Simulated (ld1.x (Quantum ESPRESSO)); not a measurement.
Results of a calculation; reference values are marked as such.
Potentials for bismuth (Bi) compared

Generated with ld1.x 7.5 (TM, RRKJ, ultrasoft, PAW), atompaw 4.2 or ONCVPSP 4.0.1. The cutoff is in Ry: for ld1.x and atompaw files where the sum of valence levels is converged to 10 mRy in a Bessel basis, for ONCV files where the hardest occupied wave has 1 mHa per electron of residual kinetic energy. The error is the largest all-electron minus pseudo excitation energy over each file’s own four to seven test configurations (ionisations up to +4, promotions, holes and added fractions of an electron), all of which were solved. The labels leave out finer settings (local radius, basis sizes, second energies), which also bear on the numbers. Spin-polarised tests are not counted. The rows are a selection from randomly drawn settings: files with unsolved tests, undetermined cutoffs or missed reference levels are left out.

A true bound ghost makes a file unfit for plane-wave use even where its test errors are small: the radial tests pick states by their node count and pass the ghost by.

| potential | cutoff (Ry) | largest error (meV) | bound ghosts |
| --- | --- | --- | --- |
| TM semilocal, LDA (PZ), scalar-relativistic, rc 1.65/1.90/1.85 (spd), local d, core correction yes, reference 5d10 6s2 6p2.5 | 55 | -41 | none |
| TM semilocal, PBE, scalar-relativistic, rc 1.50/2.55/1.30/2.40 (spdf), local p, core correction yes, reference 5d10 6s1.5 6p3.5 | 90 | -49 | none |
| TM, PBEsol, scalar-relativistic, rc 1.70/2.20/1.70/2.25 (spdf), local p, core correction yes, reference 5d10 6s2 6p3 | 60 | -208 | none |
| PAW, LDA (PZ), scalar-relativistic, rc 2.15/2.65 (sp), local smoothed, core correction yes, reference 6s2 6p3 | 6 | -311 | s, d |

Fill in the row for Bi: TM, revPBE, non-relativistic, rc 2.20/2.65/1.80 (spd), local s, core correction yes, reference 5d10 6s2 6p3.

cutoff 55 Ry, largest error -284 meV, bound ghosts: none.

Fill in the row for Bi: TM, PBEsol, fully relativistic, rc 1.90/1.85/1.75 (spd), local s, core correction yes, reference 6s2 6p2.

cutoff 35 Ry, largest error -177 meV, bound ghosts: p3/2, d3/2, d5/2.

Fill in the row for Bi: TM semilocal, PBE, scalar-relativistic, rc 1.50/1.95/1.65/1.80 (spdf), local f, core correction no, reference 5d10 6s2 6p1.

cutoff 60 Ry, largest error +35 meV, bound ghosts: none.
